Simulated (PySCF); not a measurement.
Ligands exchanged one at a time, In F-Cl. All species are isolated molecules in the gas phase. Strings in code marks are SMILES.

These are B3LYP-D3(BJ)/def2-TZVP // PBE0-D4/def2-TZVP run with PySCF values and carry that method's errors. B3LYP has the VWN-RPA correlation part, as in Gaussian. Excitations are Tamm–Dancoff values on a coarser integration grid. The basis has no diffuse functions, so Rydberg states are missing or too high.

| species | HOMO (eV) | LUMO (eV) | S1 excitation (TDA) (eV) |
|---|---|---|---|
| 0 of 3 F replaced by Cl (`[In]([F])([F])[F]`) | -10.87 | -3.83 | 5.85 |
| 1 of 3 F replaced by Cl | -9.62 | (withheld) | (withheld) |
| 2 of 3 F replaced by Cl | -9.36 | -3.34 | 4.94 |
| 3 of 3 F replaced by Cl (`[Cl][In]([Cl])[Cl]`) | -9.16 | (withheld) | 4.89 |

Q: Complete the blanks.

A: 
- 1 of 3 F replaced by Cl, LUMO (eV): -3.55
- 1 of 3 F replaced by Cl, S1 excitation (TDA) (eV): 4.97
- 3 of 3 F replaced by Cl (`[Cl][In]([Cl])[Cl]`), LUMO (eV): -3.19
